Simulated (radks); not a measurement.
Hf+, configuration [Xe] 4f14 5d1 6s2 (the NIST ground configuration).

Calculated with a radial shooting solver on a logarithmic mesh with Libxc functionals: scalar-relativistic Kohn-Sham, LB94 model potential, spin-polarised, spherical densities, finite nucleus; open shells are filled with parallel spins first (spin-orbit coupling, left out, can overturn this in heavy ions); Fermi nuclear charge, rms radius 5.347 fm.

Energy parts (eV):
part                   energy
kinetic             450597.34
electron-nucleus  -1013074.74
Hartree             160610.48
(The LB94 potential has no energy functional, so no total or exchange-correlation energy is given.)

Orbitals (lengths in bohr, moments of r in powers of bohr; <r^-3> diverges for s and p1/2; r(90%) holds 90 % of the orbital's charge):
orbital  occ.  eigenvalue (eV)      <r>       <r^4>  <r^-3>  r(90%)
1s up       1        -65507.61  0.01896   6.583e-07       -  0.0345
1s down     1        -65507.61  0.01896   6.583e-07       -  0.0345
2s up       1        -11231.32  0.08025  0.00009992       -   0.124
2s down     1        -11231.30  0.08025  0.00009992       -   0.124
2p up       3        -9871.475  0.07158  0.00007746   17900   0.117
2p down     3        -9871.468  0.07158  0.00007745   17900   0.117
3s up       1        -2577.028   0.2084    0.003699       -   0.305
3s down     1        -2577.016   0.2084    0.003699       -   0.305
3p up       3        -2170.236   0.2081    0.003942    3942   0.311
3p down     3        -2170.222   0.2081    0.003942    3942   0.311
3d up       5        -1687.108   0.1885    0.003054   513.6   0.293
3d down     5        -1687.082   0.1885    0.003054   513.6   0.293
4s up       1        -528.9489   0.4689     0.08959       -   0.674
4s down     1        -528.8938   0.4689     0.08962       -   0.674
4p up       3        -396.1437   0.4985      0.1194   896.2   0.725
4p down     3        -396.0981   0.4985      0.1194   896.0   0.725
4d up       5        -224.0564   0.5357      0.1799   99.24   0.804
4d down     5        -224.0303   0.5358      0.1801   99.20   0.805
4f up       7         -34.2588   0.6671      0.8432   15.89    1.12
4f down     7         -34.2826   0.6673      0.8394   15.87    1.13
5s up       1         -83.1851    1.126       3.016       -    1.62
5s down     1         -83.3408    1.125       3.003       -    1.62
5p up       3         -51.1576    1.323       6.099   124.5    1.94
5p down     3         -51.2671    1.320       6.012   125.0    1.93
5d up       1         -16.1940    2.039       44.01   6.122    3.18
5d down     0         -16.0109    2.013       42.03   6.331    3.13
6s up       1         -16.3115    2.988       151.0       -    4.34
6s down     1         -15.8263    2.997       155.0       -    4.37

The highest occupied level is 6s down at -15.826 eV. The configuration is held as typed, so some empty levels lie below it. Spin moment in Bohr magnetons: 1. The spin density at the nucleus is -0.4645 e/bohr^3 (1s 0.0311, 2s -0.2928, 3s 0.3158, 4s 0.2649, 5s -0.3923, 6s -0.3912). The electron density at the nucleus is 1.283e+06 e/bohr^3 (large components only). Summed over all electrons, <r^2> = 54.21 bohr^2, which gives a Langevin (diamagnetic) susceptibility term of -42.9 x 10^-6 cm^3/mol. The density falls to 0.001 e/bohr^3 at r = 4.47 bohr.
